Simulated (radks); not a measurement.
Species: Tb62+. Configuration: [He] 2s1.

Method: scalar-relativistic Kohn-Sham, BLYP, spin-polarised, spherical densities, finite nucleus; open shells are filled with parallel spins first (spin-orbit coupling, left out, can overturn this in heavy ions); Fermi nuclear charge, rms radius 5.06 fm; computed with a radial shooting solver on a logarithmic mesh with Libxc functionals.

Energy parts (eV):
part                      energy
total                 -135806.78
kinetic                153522.19
electron-nucleus      -291279.07
Hartree                  3348.66
exchange-correlation    -1398.55

Orbitals (lengths in bohr, moments of r in powers of bohr; r(max) is where P^2 peaks; r(90%) holds 90 % of the orbital's charge):
| orbital | occ. | eigenvalue (eV) | <r^2> | <1/r> | r(max) | r(90%) |
|---|---|---|---|---|---|---|
| 1s up | 1 | -59105.36 | 0.0006249 | 73.34 | 0.01361 | 0.0387 |
| 1s down | 1 | -59084.99 | 0.0006246 | 73.34 | 0.01362 | 0.0387 |
| 2s up | 1 | -14642.26 | 0.008856 | 18.01 | 0.07493 | 0.133 |
| 2p up | 0 | -13874.57 | 0.006919 | 16.73 | 0.05996 | 0.122 |
| 3s up | 0 | -6326.449 | 0.04569 | 7.723 | 0.1926 | 0.290 |

The highest occupied level is 2s up at -14642.3 eV. The spin density at the nucleus is 44146 e/bohr^3 (1s 78, 2s 44068).
